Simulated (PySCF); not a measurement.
Interval between two levels of Cd by level of theory

Cd [Kr] 4d10 5s2 → Cd [Kr] 4d10 5s1 5p1 [3P2, M_J = 2], as a difference of total energies. Calculation: PySCF 2.14, in x2c-TZVPall-2c (8s9p7d1f, 77 functions); the two-component X2C-1e Hamiltonian. Correlated levels: [Ar] 3d10 frozen; the 6 highest virtual spinors dropped. "Screened" scales the spin-orbit matrix elements by Boettger's factors to mimic the two-electron term; Breit and QED terms are absent.

```csv
method,interval between two levels (cm⁻¹)
GHF (spin-free),20600
GMP2 (spin-free),29196
GHF (screened spin-orbit),21119
GMP2 (screened spin-orbit),29753
```

The spin-free rows relax to the high-spin LS determinant and lack the spin-orbit shift.

Errors of the correlated levels include the incompleteness of this basis and the frozen core.

The labels give the starting determinants; with spin-orbit coupling the two ends relaxed to ⟨J²⟩ = 0.00, ⟨L²⟩ = 0.02, ⟨S²⟩ = 0.02 and ⟨J²⟩ = 6.01, ⟨L²⟩ = 2.02, ⟨S²⟩ = 2.02.

Which method comes closest to the reference value, and which is furthest?

The reference is 31827 cm⁻¹ (measured; NIST Handbook of Basic Atomic Spectroscopic Data (Sansonetti and Martin, J. Phys. Chem. Ref. Data 34, 1559 (2005))). Closest: GMP2 (screened spin-orbit) (error -2073.5 cm⁻¹); furthest: GHF (spin-free) (error -11227 cm⁻¹).
